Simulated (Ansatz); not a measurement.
Stepwise reaction of `[F][Y]([F])[F]` with hydrogen chloride, as a gas-phase model of exchange steps in deposition or etching. ΔE in kJ/mol.

Program: Ansatz. Geometries: PBE0-D4/def2-TZVP. ΔE: electronic, gas phase. CBS: MP2 limit from def2 TZ/QZ plus the TZ coupled-cluster correction, frozen cores. This one scheme is used for every species. Functionals use def2-TZVPP. B3LYP here is the variant with VWN-RPA as its local correlation; programs differ in this. Elements past krypton have def2 core potentials. For Y outer-core shells are correlated without core-valence functions, which leaves a few kJ/mol of doubt a bond.

| step | reaction | PBE-D4 | B3LYP-D4 | ωB97M-V | CCSD(T)/CBS |
| --- | --- | --- | --- | --- | --- |
| 2 | `[F][Y]([F])[Cl]` + HCl → `[F][Y]([Cl])[Cl]` + H–F | 7.9 | 6.0 | 3.3 | -3.0 |
| 3 | `[F][Y]([Cl])[Cl]` + HCl → `[Cl][Y]([Cl])[Cl]` + H–F | 10.6 | 8.7 | 6.5 | -0.6 |

(1) Give the row of step 1, `[F][Y]([F])[F]` + HCl → `[F][Y]([F])[Cl]` + H–F. (Best estimate.)

(2) By hand: ΔE of the 3 steps together at CCSD(T)/CBS.

## Answers

(1) The calculation gave: 
```
step                                          reaction  PBE-D4  B3LYP-D4  ωB97M-V  CCSD(T)/CBS
   1  `[F][Y]([F])[F]` + HCl → `[F][Y]([F])[Cl]` + H–F     4.0       2.1     -0.7         -6.2
```

(2) (-6.2) + (-3.0) + (-0.6) = -9.8 kJ/mol, or -3.3 kJ/mol a step.

In ΔE each step is higher than the one before. PBE-D4 differs from CCSD(T)/CBS by 10.2 to 11.2 kJ/mol a step. Isolated molecules leave out the surface, adducts and barriers. Largest T1 diagnostic: 0.015.
